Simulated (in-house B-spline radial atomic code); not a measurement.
Results of a calculation; reference values are marked as such.
Correlation energy from the adiabatic connection: −V exp(−r²/w²), V = 12.2, w = 5.65

Two electrons in a singlet, external potential −V exp(−r²/w²), V = 12.2, w = 5.65 (atomic units). Full CI in B-splines (partial waves to l = 8, correlation up to 0.6 % small) with the density held fixed gives W(λ) = <V_ee>_λ − U, and E_c is the integral of W(λ) − W(0) from 0 to 1.

```csv
λ,W(λ) − W(0) (hartree)
0,0.00000
0.02,-0.00199
0.05,-0.00492
0.12,-0.01152
0.25,-0.02297
0.4,-0.03499
0.6,-0.04929
0.8,-0.06189
1,-0.07306
```

Q: Integrate the table by the trapezoid rule.

A: The strips give -0.00002, -0.00010, -0.00058, -0.00224, -0.00435, -0.00843, -0.01112, -0.01349, which sum to -0.04033 hartree. The direct value, W(1) − W(0) + T_c with T_c = 0.03262, is -0.04044; the curve is convex, so chords lie above it and the trapezoids fall short in size by 0.26 %.

Q: Now use only three numbers: W(0) = -0.67765, the initial slope W'(0) = -0.1 (extrapolated from the first points) and the strong-coupling limit of the point-charge-plus-continuum model, W∞ = -0.92659. What do second-order theory and the interpolation W(λ) = W∞ + (W(0) − W∞)/√(1 + 2χλ) of Seidl, Perdew and Levy give?

A: Second order keeps the slope alone: E_c = W'(0)/2 = -0.05000, +24 % in size against -0.04044. Matching the slope fixes χ = W'(0)/(W∞ − W(0)) = -0.1/(-0.24894) = 0.40170. Integrating, with s = √(1 + 2χ) = 1.342910, E_c = −(W(0) − W∞)(s − 1)/(s + 1) = −0.24894 × 0.342910/2.342910 = -0.03644 hartree, -9.9 % in size against the full result. At λ = 1 the formula gives W − W(0) = -0.06357 against -0.07306. Part of the miss can come from the model's W∞.
